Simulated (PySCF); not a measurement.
## Static response to an electric field

C₄H₅Cl₃Si.
Cartesian coordinates in Å at the GFN2-xTB level; atoms count from 1:
```xyz
13
C4H5Cl3Si angstrom
Si    -2.362    0.317    0.344
C     -0.959    0.787   -0.883
C      0.292    0.234   -0.468
C      1.324   -0.250   -0.084
C      2.555   -0.816    0.360
Cl     2.313   -1.739    1.878
Cl     3.220   -1.933   -0.871
Cl     3.766    0.463    0.673
H     -2.481   -1.138    0.379
H     -2.028    0.857    1.660
H     -3.585    0.931   -0.179
H     -1.196    0.417   -1.881
H     -0.863    1.872   -0.946
```

Level: PBE0/def2-SVPD (PySCF), static field, nuclei fixed, core orbitals frozen in the response. The polarisability tensor in these axes (au):

```
x   151.90 -15.11   5.74
y   -15.11 107.99  -3.99
z     5.74  -3.99 106.12
```

Give the principal values, the mean and the anisotropy Δα = √{½[(α1 − α2)² + (α2 − α3)² + (α1 − α3)²]}.

Principal values 101.96, 106.58 and 157.46 au; mean 122.00 au = 18.08 Å³ = 20.12 × 10⁻⁴⁰ C²·m²/J; Δα = 53.34 au (44 % of the mean).

What is the dipole moment, and where does it point?

(-2.96, 1.31, -0.99) D, 3.39 D in size, pointing from the negative to the positive side. Measured along this direction, the outermost atoms are Cl8, Cl7 and Cl6 at the negative end and H11 at the positive end.

Traceless (Buckingham) quadrupole moment about the centre of nuclear charge: eigenvalues?

-3.36, -3.15, 6.51 D·Å. The values depend on the origin, since the dipole doesn't vanish. The electronic extent ⟨r²⟩ about the same centre is 2580 bohr², a root-mean-square distance of 2.77 Å for the 94 electrons.

What depolarisation ratio follows for Rayleigh scattering of linearly polarised light, taking the static tensor?

ρ = 3Δα²/(45ᾱ² + 4Δα²) = 8536.2/(669808 + 11381.6) = 0.0125.

What molar refraction does this α imply?

Lorentz–Lorenz: R = (4π/3)N_A α = 2.5225 cm³/(mol·Å³) × 18.08 Å³ = 45.6 cm³/mol, in the limit of long wavelengths.

Isolated species at its GFN2-xTB geometry, gas phase.

The run behind these numbers computed excited states as well. On an Intel Xeon at 2.50 GHz with one thread, no GPU, shared host with 64 logical CPUs at a one-minute load of 63, this took 2.3 min wall, 1.7 min CPU and 0.91 GiB of memory at its peak.
